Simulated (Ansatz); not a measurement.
Geometry optimisation, Ansatz 0.2.0, RKS PBE/def2-SVP.

The input (input.yaml):

```yaml
crystal:
  periodic: [false, false, false]
  atoms:
    - { symbol: Sn, position_ang: [0.296735, 0.402855, -0.496228] }
    - { symbol: H, position_ang: [-0.175376, -0.312847, 2.325511] }
    - { symbol: H, position_ang: [1.651543, 0.052433, -1.480676] }
    - { symbol: Cl, position_ang: [-1.424425, 1.658385, -1.515638] }
    - { symbol: O, position_ang: [-0.489507, -1.332378, 0.093746] }
    - { symbol: H, position_ang: [-1.373765, -1.208999, 0.492449] }
    - { symbol: F, position_ang: [0.868642, 1.582742, 0.894045] }
    - { symbol: H, position_ang: [0.092455, 0.347409, 2.439391] }
basis:
  gaussian: { orbitals: def2-SVP }
hamiltonian:
  xc: pbe
relax:
  f_tol: 0.03
  max_steps: 50
```

Run as:

```bash
$ ansatz run input.yaml --threads 2 --pin off --max-ram 3072MiB --backend cpu --events-out ev --progress --plain --runs-dir out
```

Problem. Where does it end, and by what steps?

Solution. The forces met the threshold. The force dipped under the threshold on the way, but the program's further checks kept it going. After 16 steps the energy has fallen by 0.227 eV; H2 moved furthest, 0.90 Å.

```csv
step,energy less start (eV),largest force component (eV/Å),accepted
0,0.0000,1.733,yes
1,-0.1359,0.204,yes
2,-0.1729,0.104,yes
3,-0.1932,0.359,yes
4,-0.2028,0.479,yes
5,-0.2042,0.453,yes
6,-0.1578,0.687,no
7,-0.2164,0.375,yes
8,-0.2173,0.298,yes
9,-0.2068,0.694,no
10,-0.2234,0.025,yes
11,-0.2241,0.052,yes
12,-0.2245,0.024,yes
13,-0.2253,0.014,yes
14,-0.2260,0.066,yes
15,-0.2263,0.051,yes
16,-0.2266,0.029,yes
```

```xyz
8
Properties=species:S:1:pos:R:3
Sn 0.298 0.398 -0.796
H -0.494 -0.153 3.152
H 1.559 0.155 -1.930
Cl -1.416 1.815 -1.572
O -0.435 -1.342 -0.182
H -0.965 -1.207 0.630
F 0.971 1.289 0.817
H -0.073 0.235 2.635
```

Run time: 27 s on 2 threads of Arm Neoverse V2, with other jobs on the host, peak memory 0.15 GiB.
